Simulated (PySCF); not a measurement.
**WH₂ + WCl₂ → 2 WHCl**

Level: PBE0 in the def2-TZVP basis family, computed in PySCF with density fitting; scalar-relativistic core potentials for atoms from Rb on, none lighter, no spin–orbit coupling; open shells unrestricted.

```tsv
species	state and structure	ZPE (kJ/mol)	H(298 K) − H(0) (kJ/mol)	S° (J/(mol K))
WH₂	quintet, C2v, W–H 1.713 Å (×2); H–W–H 113.2°	27.1	10.3	247.3
WCl₂	quintet, C2v, W–Cl 2.267 Å (×2); Cl–W–Cl 141.3°	5.1	13.7	322.9
WHCl	quintet, Cs, W–Cl 2.262 Å, W–H 1.718 Å; Cl–W–H 120.4°	16.7	11.5	290.6
```

(1) Is the gas-phase reaction uphill or downhill in electronic energy at this level, and by how much?

(2) Add zero-point, thermal and entropy terms for 298.15 K and 1 bar.

Results:

(1) At PBE0/def2-TZVP, ΔE = 3.9 kJ/mol, uphill. Ligand scrambling is nearly thermoneutral, as expected when bond energies add up.

(2) ΔZPE = 1.2 and Δ[H(298) − H(0)] = -1.0 kJ/mol give ΔH° = 4.1 kJ/mol. ΔS° = 11.0 J/(mol K), so ΔG° = 4.1 − 298.15 × (0.0110) = 1 kJ/mol and log₁₀K = -0.1.

Spin–orbit coupling can matter for WH₂, WCl₂, WHCl and is left out. Open d or f shells are single determinants, so the state found may not be the ground state. Only the bonding shown was studied: isomers, or loss of a ligand pair, can lie lower.
